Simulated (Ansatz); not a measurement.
Reaction (substitution at a C–Ga bond): `[CH3][GaH][SH]` + `[OH][Ga]([SH])[SH]` → `C[O][Ga]([SH])[SH]` + `[SH][GaH2]`

Computed with Ansatz on PBE0-D4/def2-TZVP structures; ΔE is electronic, products minus reactants. CCSD(T)/CBS is the MP2 limit (def2-TZVPP, def2-QZVPP) plus CCSD(T) − MP2 in def2-TZVPP, frozen cores. DFT in def2-TZVPP. B3LYP here is the variant with VWN-RPA as its local correlation; programs differ in this. For Ga outer-core shells are correlated without core-valence functions, which leaves a few kJ/mol of doubt a bond. Scalar relativity is left out up to krypton. One conformer a species, not always the lowest.

```tsv
level	ΔE (kcal/mol)	difference from CCSD(T)/CBS
PBE-D4	21.4	-2.0
r2SCAN-D4	21.8	-1.6
PBE0-D4	21.7	-1.7
B3LYP-D4	20.4	-3.0
ωB97X-V	20.7	-2.7
ωB97M-V	21.8	-1.6
B2PLYP	21.9	-1.5
PBE	21.7	-1.7
r2SCAN	21.9	-1.5
PBE0	22.0	-1.4
B3LYP	20.9	-2.5
HF/def2-TZVPP	18.8	-4.6
MP2/def2-TZVPP	24.3	0.9
SCS-MP2/def2-TZVPP	22.4	-1.0
CCSD/def2-TZVPP	22.1	-1.3
CCSD(T)/def2-TZVPP	22.3	-1.1
HF/def2-QZVPP	18.6	-4.8
MP2/def2-QZVPP	24.9	1.5
SCS-MP2/def2-QZVPP	23.0	-0.4
HF/CBS(def2)	18.6	-4.8
MP2/CBS(def2)	25.5	2.1
CCSD/CBS(def2)	23.2	-0.2
CCSD(T)/CBS	23.4	0
```

Largest T1 diagnostic among the species: 0.013.

In def2-TZVPP, CCSD(T) changes the Hartree–Fock value by +3.5 kcal/mol (the triples alone add +0.2 kcal/mol) and MP2 by +5.5 kcal/mol.
